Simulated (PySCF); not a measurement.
SMILES C[SiH2]CC[SiH2]C (C₄H₁₄Si₂) (GFN2-xTB optimised geometry):

```
20

Si     1.113    -2.576    -2.001
C      1.226    -4.456    -2.238
C     -0.693    -2.123    -1.612
C     -0.983    -0.623    -1.541
Si    -0.298     0.257     0.000
C     -0.921     2.050     0.000
H      1.529    -1.903    -3.242
H      2.006    -2.172    -0.909
H      2.244    -4.757    -2.466
H      0.921    -4.988    -1.341
H      0.594    -4.798    -3.053
H     -1.330    -2.566    -2.384
H     -0.996    -2.587    -0.671
H     -2.067    -0.474    -1.564
H     -0.595    -0.144    -2.443
H      1.170     0.257     0.000
H     -0.783    -0.427     1.209
H     -2.006     2.099     0.018
H     -0.584     2.587    -0.882
H     -0.556     2.587     0.869
```

Method: B3LYP/def2-SVP (PySCF).

### Question
What are the frontier orbital energies and the dipole moment?

### Answer
HOMO-2 -8.55 eV, HOMO-1 -8.11 eV, HOMO -7.81 eV, LUMO 0.95 eV, LUMO+1 1.14 eV; dipole moment 0.86 D.

On the same geometry PySCF with PBE/def2-SVP gives HOMO-2 -7.44 eV, HOMO-1 -7.04 eV, HOMO -6.74 eV, LUMO 0.31 eV, LUMO+1 0.55 eV; dipole moment 0.93 D.

Meta-Löwdin charges at B3LYP/def2-SVP: Si1 0.65, C2 -0.53, C3 -0.39, C4 -0.39, Si5 0.65, C6 -0.53, H7 -0.12, H8 -0.12, H9 0.11, H10 0.11, H11 0.11, H12 0.10, H13 0.09, H14 0.10, H15 0.09, H16 -0.12, H17 -0.12, H18 0.11, H19 0.11, H20 0.11.
